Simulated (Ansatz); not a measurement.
SnClF (SMILES [F][Sn][Cl]): methods side by side

SnClF: 3 atoms, total charge 0, spin state singlet. SMILES: `[F][Sn][Cl]`. Geometry: relaxed at PBE0-D4/def2-TZVP.

```tsv
atom	x (Å)	y (Å)	z (Å)
F	-1.3896	0.2231	-0.7444
Sn	0.1643	0.8981	0.1907
Cl	1.2143	-1.1860	0.5405
```

Each level gives the vertical electron affinity (to the doublet anion) (eV). The values are calculated.

The electron affinity is E(neutral) − E(anion): positive where the electron is bound.

| level | kind | program | value (eV) | less FCI/STO-3G | CPU time (all runs) |
| --- | --- | --- | --- | --- | --- |
| SVWN5/STO-3G | LDA | Ansatz | -3.48 | +0.81 | 4.2 s |
| BLYP/STO-3G | GGA | Ansatz | -3.76 | +0.53 | 6 s |
| revPBE/STO-3G | GGA | Ansatz | -3.58 | +0.71 | 5.8 s |
| r2SCAN/STO-3G | meta-GGA | Ansatz | -3.37 | +0.92 | 17 s |
| BHLYP/STO-3G | global hybrid | Ansatz | -3.14 | +1.15 | 7 s |
| wB97X/STO-3G | range-separated hybrid | Ansatz | -3.07 | +1.22 | 27 s |
| B2PLYP/STO-3G | double hybrid | Ansatz | -3.63 | +0.66 | 8.2 s |
| RPA@PBE/STO-3G | RPA | Ansatz | -4.61 | -0.32 | 8.3 s |
| BCCD(T)/STO-3G | coupled cluster or CI | Ansatz | -4.28 | +0.01 | 2.8 s |
| FCI/STO-3G | exact in the basis | Ansatz | -4.29 | 0.00 | 3.3 s |

FCI/STO-3G is exact within its basis and frozen core, so for wave-function methods in that basis the difference is their error; functionals converge differently with the basis, so for them it is only a difference. All-electron rows without a relativistic Hamiltonian named are non-relativistic. Spin-orbit coupling, which can split open shells on such heavy atoms by tenths of an eV, is left out. The values span -4.61 to -3.07 eV. All rows use very small basis sets, so none should be taken for the real molecule's value. In the correlated wave-function rows the outer d shell of Sn is correlated, in sets not made for it. Negative values mean that the anion is unbound at that level; they are set by how diffuse the basis is and aren't properties of the molecule, whose anion may well be bound. In so small a basis fixed costs decide the times, and correlated methods can beat functionals. Times are those of the runs behind each value, whatever else they computed, on shared processors of several kinds: orders of magnitude only.
